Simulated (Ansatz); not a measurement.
The same ligand exchange along the group F, Cl, Br, I.

Computed with Ansatz on PBE0-D4/def2-TZVP structures; ΔE is electronic, products minus reactants. CBS: MP2 limit from def2 TZ/QZ plus the TZ coupled-cluster correction, frozen cores. This one scheme is used for every species. Functionals use def2-TZVPP. def2 core potentials past Kr. For Br, I, K outer-core shells are correlated without core-valence functions, which leaves a few kJ/mol of doubt a bond. Scalar relativity is left out up to krypton.

```csv
reaction,CCSD(T)/CBS(def2) (kJ/mol)
`[F][K]` + NH₃ → `[NH2][K]` + H–F,158
`[Cl][K]` + NH₃ → `[NH2][K]` + HCl,238
`[K][Br]` + NH₃ → `[NH2][K]` + HBr,258
`[K][I]` + NH₃ → `[NH2][K]` + HI,?
```

Fill in the missing values. (Estimate.)

Ansatz gave: `[K][I]` + NH₃ → `[NH2][K]` + HI: +270.6 kJ/mol.

Largest T1 diagnostic: 0.012, for `[F][K]`.
